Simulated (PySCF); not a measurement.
silacyclobutane (C3H8Si), SMILES C1C[SiH2]C1. The structure is a stationary point at B3LYP-D3(BJ)/def2-SVP.

Computed equilibrium geometry at B3LYP-D3(BJ)/def2-SVP (PySCF confirms it by a frequency run) as a Z-matrix, and its point group:
point group Cs.
```
C
H 1 1.1024
H 1 1.1032 2 106.94
C 1 1.5625 2 109.78 3 -124.98
H 4 1.0994 1 116.29 2 29.53
H 4 1.1025 5 108.28 1 -126.05
C 1 1.5625 2 109.78 3 124.98
H 7 1.0994 1 116.29 2 -29.53
H 7 1.1025 8 108.28 1 126.05
Si 7 1.9045 8 121.63 9 130.28
H 10 1.4938 7 113.77 8 25.55
H 10 1.4947 11 108.47 7 136.28
```
